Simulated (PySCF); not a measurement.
# Where the electron goes

Species: C8H6FN.
Geometry (PBE0-D3(BJ)/def2-SVP, Å), atoms numbered from 1 in this order:
```xyz
16
C8H6FN angstrom
N      3.3728   -1.0143   -1.2077
C      2.7081   -0.3052   -0.5803
C      1.8608    0.5801    0.2050
C      0.3823    0.3427    0.0101
C     -0.1470   -0.6516   -0.8137
C     -1.5262   -0.8109   -0.9450
C     -2.3956    0.0275   -0.2510
C     -1.8890    1.0278    0.5776
C     -0.5145    1.1660    0.6929
F     -0.0147    2.1200    1.4849
H      2.1149    1.6222   -0.0514
H      2.1286    0.4629    1.2688
H      0.5368   -1.3075   -1.3581
H     -1.9204   -1.5952   -1.5941
H     -3.4763   -0.0934   -0.3518
H     -2.5394    1.7033    1.1357
```

Computed, not measured: TDDFT B3LYP/def2-SVPD, vertical, gas phase, core orbitals frozen in the response in PySCF 2.14.0, density-fitted response routines.

Kohn–Sham orbitals with the atoms that hold most of them (Löwdin shares over 4%, at most four atoms; ? is withheld):

```tsv
orbital	ε (eV)	atoms
HOMO-3	-9.44	N1 46%, C2 34%, C3 7%, C4 5%
HOMO-2	-9.41	N1 47%, C2 36%, C3 8%
HOMO-1	-7.67	?
HOMO	-7.34	C6 23%, C9 20%, C7 13%, C4 13%
LUMO	-1.07	?
LUMO+1	-0.89	C6 21%, C9 20%, C7 11%, C5 10%
LUMO+2	0.08	C3 20%, C2 17%, H12 11%, H11 11%
```

**Question.** Give the leading atoms of the LUMO.

**Answer.** C7 (bonded to 2 C and H) 19%; C5 (bonded to 2 C and H) 18%; C8 (bonded to 2 C and H) 18%; C4 (bonded to 3 C) 18%.

**Question.** Give the leading atoms of the HOMO-1.

**Answer.** C8 (bonded to 2 C and H) 23%; C5 (bonded to 2 C and H) 22%; C7 (bonded to 2 C and H) 16%; C4 (bonded to 3 C) 16%.

**Question.** The HOMO–LUMO gap is 6.26 eV. Where does the response calculation put the lowest singlet, and from which orbitals?

**Answer.** S1 is at 5.30 eV (f = 0.012), 0.97 eV below the gap, made of HOMO→LUMO (62%), HOMO-1→LUMO+1 (34%). Without the coupling terms of the response equations the lowest excitation would equal the gap.

Next come S2 at 5.99 eV (f 0.0094), HOMO→LUMO+1 (57%), HOMO-1→LUMO (38%); S3 at 6.58 eV (f 0.0007), HOMO→LUMO+2 (98%); S4 at 6.76 eV (f 0.233), HOMO-1→LUMO (46%), HOMO→LUMO+1 (29%), HOMO→LUMO+4 (19%); S5 at 6.85 eV (f 0.645), HOMO-1→LUMO+1 (59%), HOMO→LUMO (30%).

One conformer stands for the species.
